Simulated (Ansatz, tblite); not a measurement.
Isomers of Ge₁₂Mo (singlet), found by a short tight-binding search and relaxed with PBE-D4/def2-SVP in Ansatz.

In the def2 sets Mo takes a core potential; there is no spin–orbit coupling. The xTB rows come from tblite. Correlated methods freeze 108 core orbitals; core or outer-core shells of Mo, Ge are correlated, in sets that lack core-valence functions. Single mean-field runs in def2-SVP, def2-TZVP are fitted with def2-universal-jkfit.

Run but left out: HF/STO-3G (A: restricted singlet, unstable in another Hartree–Fock run and untested here); HF/def2-SVP, MP2/def2-SVP (A: restricted singlet, unstable towards broken spin symmetry).

A: The restricted singlet is unstable towards broken spin symmetry in Hartree–Fock (as tested in another run); at LDA (SPW92)/def2-TZVP, PBE-D4/def2-TZVP, r2SCAN-D4/def2-TZVP, PBE0-D4/def2-SVP and others this wasn't settled. B: The restricted singlet is unstable towards broken spin symmetry in Hartree–Fock (as tested in another run); at LDA (SPW92)/def2-TZVP, PBE-D4/def2-TZVP, r2SCAN-D4/def2-TZVP, PBE0-D4/def2-SVP and others this wasn't settled. C: The restricted singlet is unstable towards broken spin symmetry in Hartree–Fock (as tested in another run); at LDA (SPW92)/def2-TZVP, PBE-D4/def2-TZVP, r2SCAN-D4/def2-TZVP, PBE0-D4/def2-SVP and others this wasn't settled. D: The restricted singlet is unstable towards broken spin symmetry in Hartree–Fock (as tested in another run); at LDA (SPW92)/def2-TZVP, PBE-D4/def2-TZVP, r2SCAN-D4/def2-TZVP, PBE0-D4/def2-SVP and others this wasn't settled.

Other spin states weren't relaxed.

A:

```xyz
13

Mo   -0.3519    0.1048   -0.1563
Ge    1.0504   -0.5805    2.2777
Ge   -0.8481    1.8373   -2.1789
Ge   -1.7304   -2.2766   -0.6084
Ge    1.5903    1.9015   -1.2071
Ge   -0.9658    1.2956    2.2188
Ge   -1.5605   -1.2978    1.8530
Ge    0.4144   -2.7098    0.7369
Ge   -1.4272   -0.6204   -2.5365
Ge    2.1681   -0.4783   -0.1831
Ge    0.6870   -1.9889   -1.7764
Ge   -0.5273    2.8785    0.1419
Ge    1.5010    1.9347    1.4183
```

B:

```tsv
atom	x (Å)	y (Å)	z (Å)
Mo1	0.000	0.000	0.000
Ge2	1.042	0.802	-2.581
Ge3	0.452	1.203	2.390
Ge4	-1.042	-0.800	2.582
Ge5	-0.601	-2.518	0.813
Ge6	2.337	1.528	0.772
Ge7	-2.545	0.348	0.872
Ge8	0.600	2.519	-0.811
Ge9	-0.450	-1.202	-2.391
Ge10	1.206	-2.468	-0.922
Ge11	-2.336	-1.529	-0.774
Ge12	-1.208	2.466	0.923
Ge13	2.545	-0.350	-0.873
```

C:

```tsv
atom	x (Å)	y (Å)	z (Å)
Mo1	0.158	0.035	0.366
Ge2	-0.847	-0.468	-2.349
Ge3	-1.064	2.601	-0.098
Ge4	-0.042	2.244	2.112
Ge5	0.368	-0.539	2.766
Ge6	-2.329	0.363	-0.341
Ge7	1.653	2.116	-0.111
Ge8	-1.921	-1.263	1.755
Ge9	-0.112	-2.952	-2.718
Ge10	-0.982	-2.382	-0.364
Ge11	2.240	1.246	2.311
Ge12	1.462	0.652	-2.245
Ge13	1.415	-1.654	-1.082
```

D:

```csv
atom,x (Å),y (Å),z (Å)
Mo1,0.051,-0.022,-0.238
Ge2,1.827,1.315,1.398
Ge3,0.009,0.222,2.802
Ge4,2.260,1.953,-1.036
Ge5,1.651,-1.312,1.606
Ge6,-0.418,-2.607,0.057
Ge7,-2.077,0.262,1.408
Ge8,-1.802,-0.046,-2.114
Ge9,1.663,-0.290,-2.139
Ge10,1.951,-2.391,-0.688
Ge11,-2.655,-1.577,-0.200
Ge12,-0.049,2.616,-0.372
Ge13,-2.411,1.878,-0.482
```

Task: Estimate their order by electronic energy at PBE0-D4/def2-TZVP, counted from the lowest.

Result: A (0.00) < B (0.08) < C (1.20) < D (1.35), in eV.

Task: Do the other levels pick the same lowest one?

Result: Not GFN1-xTB, r2SCAN-D4/def2-TZVP, PBE0-D4/def2-SVP, RPA@PBE/def2-SVP. Energies above each level's lowest (eV):

| level | A | B | C | D |
| --- | --- | --- | --- | --- |
| GFN1-xTB | 0.74 | 0.00 | 1.52 | 1.01 |
| GFN2-xTB | 0.00 | 1.22 | 0.95 | 1.16 |
| LDA (SPW92)/def2-TZVP | 0.00 | 0.33 | 1.48 | 1.52 |
| PBE-D4/def2-SVP | 0.00 | 0.30 | 1.22 | 1.18 |
| PBE-D4/def2-TZVP | 0.00 | 0.38 | 1.25 | 1.24 |
| r2SCAN-D4/def2-TZVP | 0.05 | 0.00 | 1.25 | 1.34 |
| PBE0-D4/def2-SVP | 0.05 | 0.00 | 1.18 | 1.29 |
| PBE0-D4/def2-TZVP | 0.00 | 0.08 | 1.20 | 1.35 |
| RPA@PBE/def2-SVP | 0.01 | 0.00 | 1.00 | 1.00 |
Point groups (tolerance 0.1 Å): A Cs, B D3d, C not assigned, D Cs. Lower isomers may exist.
